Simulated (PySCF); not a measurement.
Compound: C2H11N3Si.
Geometry (GFN2-xTB, Å), atoms numbered from 1 in this order:
```xyz
17
C2H11N3Si angstrom
C      1.3316    0.7325    1.1790
N      0.5422   -0.1506    0.3573
C      1.2706   -1.3351   -0.0144
Si    -0.7347    0.4555   -0.6359
N     -1.7254   -0.8163   -1.2672
N     -1.5830    1.5411    0.4033
H      1.6191    0.2226    2.1043
H      0.7466    1.6134    1.4219
H      2.2496    1.0505    0.6683
H      1.5926   -1.8732    0.8832
H      2.1652   -1.0994   -0.6063
H      0.6334   -1.9909   -0.6024
H     -0.3453    1.2276   -1.8205
H     -1.3601   -1.3821   -2.0146
H     -2.2255   -1.4019   -0.6173
H     -1.7911    1.2275    1.3379
H     -2.3929    1.9908    0.0119
```

Level of theory: wB97X-D/def2-SVPD in PySCF (dipole) on a GFN2-xTB geometry, gas phase.

Masses are those of the commonest isotopes; rigid-rotor values at the optimised geometry. The values belong to one conformer with, in the numbering `[CH3:1][N:2]([CH3:3])[SiH:4]([NH2:5])[NH2:6]`, C1–N2–Si4–N5 -168°, N2–Si4–N5–H -75° and 62°, N2–Si4–N6–H -46° and -179°.

What are A, B and C (GHz)?

Ia = 135.54, Ib = 211.24, Ic = 316.46 u·Å²; 505379 MHz·u·Å²/I gives 3729, 2392 and 1597 MHz, that is A = 3.7285, B = 2.3924, C = 1.5970 GHz.

What kind of rotor is it?

An asymmetric top: κ = (2 × 2392 − 3729 − 1597)/(3729 − 1597) = -0.25.

What does the inertial defect say?

Not planar: Δ = Ic − Ia − Ib = -30.32 u·Å². For a rigid frame Δ = −2 Σ m c², so Σ m c² = 15.16 u·Å² lies off the ab plane: 9.51 from hydrogen and 5.65 from heavier atoms. The atom farthest from that plane is 1.80 Å away.

Give the other two planar moments, Paa and Pbb, and the rms extents of the mass along the axes.

Paa = Σ m a² = (Ib + Ic − Ia)/2 = 196.08 and Pbb = Σ m b² = (Ia + Ic − Ib)/2 = 120.38 u·Å². With the mass M = 105.07 u, the rms extents √(P/M) along a, b and c are 1.37, 1.07, 0.38 Å.

Which lines would a microwave search look for?

The dipole components are |μa| = 0.34 D, |μb| = 0.83 D, |μc| = 1.21 D. Intensities carry the squares of the components, which stand as 0.08 : 0.47 : 1.00 (a : b : c). Some lines, for components of 0.1 D or more:

```csv
type,branch,"J(Ka,Kc)",MHz,lower level (cm⁻¹)
c,Q,"3(2,2) ← 3(1,2)",3018,0.929
b,Q,"2(1,1) ← 2(0,2)",3191,0.390
a,Q,"3(1,2) ← 3(1,3)",4714,0.772
b,Q,"5(2,3) ← 5(1,4)",6483,2.167
b,R,"4(2,2) ← 3(3,1)",9852,1.324
b,R,"3(0,3) ← 2(1,2)",10257,0.417
b,Q,"4(4,0) ← 4(3,1)",11437,1.882
b,Q,"5(2,4) ← 5(1,5)",11644,1.813
b,R,"4(1,4) ← 3(0,3)",14343,0.759
a,R,"4(1,3) ← 3(1,2)",16830,0.929
b,R,"5(0,5) ← 4(1,4)",17183,1.238
a,R,"5(1,5) ← 4(1,4)",17232,1.238
a,R,"5(3,3) ← 4(3,2)",20414,1.869
```

Estimate the classical rotational partition function at 50 K, 100 K and 298.15 K.

Point group C1, symmetry number σ = 1; q = (√π/σ)·√((kT/h)³/(ABC)), k/h = 20836.6 MHz/K: 15800 at 50 K, 44700 at 100 K, 230000 at 298.15 K.

Not checked by GFN2-xTB frequencies. These are rigid-rotor constants of the computed structure; measured ground-state constants (B0) also hold zero-point vibration. A rigid rotor knows nothing of inversion at nitrogen or internal rotation, which can split or shift real lines. Quadrupole hyperfine structure (14N) is left out.
